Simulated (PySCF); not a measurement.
Ge(Cl)(Br)(Et)2, C4H10BrClGe, SMILES C[CH2][Ge]([Cl])([Br])[CH2]C at its GFN2-xTB optimised geometry (Å):

```
17

C     -2.9183    -1.0143     1.2464
C     -1.4096    -1.0429     1.4289
Ge    -0.4255     0.0069     0.0000
Cl    -1.1201     2.0337     0.0000
Br    -1.0695    -0.9185    -2.0348
C      1.6016     0.0069     0.0000
C      2.2044    -1.3776    -0.1774
H     -3.2909     0.0085     1.2786
H     -3.4054    -1.5817     2.0379
H     -3.2014    -1.4524     0.2898
H     -1.0434    -2.0696     1.4030
H     -1.1302    -0.6115     2.3897
H      1.9249     0.6693    -0.8052
H      1.9251     0.4517     0.9410
H      1.9234    -2.0337     0.6447
H      1.8686    -1.8306    -1.1092
H      3.2909    -1.3115    -0.2043
```

Method: PBE0/def2-SVP (PySCF). Cells within 0.4 Å of a nucleus heavier than hydrogen are left out (blank, or x).

Map of the electron localisation function on the plane z = 0.0 Å:

```
|0000000000000000000000000000000|
|0000000000000000000000000000000|
|0000000000000000000000000000000|
|0000000000000000000000000000000|
|0000000000001000000000000000000|
|0000000001233331000000000000000|
|0000000013456664200000000000000|
|0000000135788886410000000000000|
|0000000257862798510000000000000|
|00000003688xx088510000000000000|
|000000036881x087300000000000000|
|0000000157873775100111000000000|
|0000000025678753212343100000000|
|0000000001243111355566310000000|
|00000000001215x3286x26410000000|
|0000000000121xx6196xx4300000000|
|00000111001315x3287x47413541000|
|0000378720033111366898679998100|
|000389997001332221265x599999200|
|000599998000111000252x299999300|
|0005999980000000002675589998100|
|0002899940000000002687546873000|
|0000267500000000001466311110000|
|0000001000000000000122100000000|
|0000000000000000000000000000000|
|0000000000000000000000000000000|
|0000000000000000000000000000000|
|0000000000000000000000000000000|
|0000000000000000000000000000000|
|0000000000000000000000000000000|
|0000000000000000000000000000000|
```
Scale: ten equal steps from 0.000 (start of '0') to 0.999 (end of '9'), in the order '0123456789'; x runs from -5.50 to 5.50, y from -5.50 (bottom) to 5.50 (top).
